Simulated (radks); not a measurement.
Results of a calculation; reference values are marked as such.
Question: These are the eigenvalues of the occupied orbitals of an atom or ion with whole-number occupations (hartree). Code: a radial shooting solver on a logarithmic mesh with Libxc functionals. Model: Dirac Kohn-Sham, PBEsol, spin-unpolarised, spherical densities, point nucleus.

1s1/2: -887.0893
2s1/2: -129.4905
2p1/2: -120.1287
2p3/2: -114.2758
3s1/2: -23.33562
3p1/2: -19.64094
3p3/2: -18.62071
3d3/2: -12.07318
3d5/2: -11.86968
4s1/2: -3.13108
4p1/2: -1.99114
4p3/2: -1.82768
4d3/2: -0.15875
4d5/2: -0.14272

Which element is it, and in what charge state? The configuration may be excited. Open shells, if any, fill j = l - 1/2 first.

Answer: Z = 46, palladium, charge 0: Pd in [Kr] 4d10. The list shows which subshells hold electrons but not how many an open one holds; the 1s level, -887.09 hartree, gives Z - s = 42.1 by -(Z - s)^2/2, which with screening and relativity narrows Z to a few neighbours, and the depths of the outer levels then fix element, charge and occupations together.
